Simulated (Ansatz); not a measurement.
Program: Ansatz. Geometries: PBE0-D4/def2-TZVP. ΔE: electronic, gas phase. CCSD(T)/CBS adds triple-zeta CCSD(T) − MP2 to the extrapolated MP2 energy (def2 sets, frozen cores). This one scheme is used for every species. Each species was taken in one conformer, which may not be the lowest.

Consider the formal exchange of groups at the Si–C bond: `B[SiH2]C(F)Cl` + SiH₄ → `B[SiH2][SiH3]` + `FCCl`.

```
        species  CCSD(T)/CBS(def2) energy (Eh)
`B[SiH2]C(F)Cl`                     -914.44659
           SiH₄                     -291.46306
`B[SiH2][SiH3]`                     -607.10947
         `FCCl`                     -598.81139
```

Task: Work out ΔE.

Result: ΔE = (-607.10947) + (-598.81139) − (-914.44659) − (-291.46306) = -0.01121 Eh = -7.0 kcal/mol.

Largest T1 diagnostic among the species: 0.014.
